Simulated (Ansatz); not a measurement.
Basis sets compared for the cluster K₃I₂⁺. Charge 1, multiplicity 1. Geometry r2SCAN-D4/def2-SVP. Ansatz on 4 threads of Intel Xeon on a shared host; times are rough, and most runs start from earlier orbitals.

```xyz
5

K     0.6391   -0.7692   -2.4334
K     0.3980   -1.6166    2.0374
K    -1.0370    2.3857    0.3960
I     1.9860    0.8197    0.2625
I    -1.9861   -0.8197   -0.2625
```

In the def2 sets I takes a core potential; there is no spin–orbit coupling. The structure comes from a short search, and lower isomers may exist.

| level | functions | energy (Eh) | HOMO (eV) | LUMO (eV) | wall time |
| --- | --- | --- | --- | --- | --- |
| PBE-D4/def2-SVP | 124 | -2394.3560 | -8.13 | -4.65 | 3.9 s |
| PBE0-D4/def2-SVP | 124 | -2394.5666 | -9.19 | -4.10 | 7.5 s |

Estimate the rows for PBE-D4/def2-TZVP (with forces), PBE0-D4/def2-TZVP.


```
                         level  functions  energy (Eh)  HOMO (eV)  LUMO (eV)  wall time
PBE-D4/def2-TZVP (with forces)        199   -2394.6080      -8.19      -4.65        7 s
             PBE0-D4/def2-TZVP        199   -2394.8129      -9.21      -4.08       11 s
```
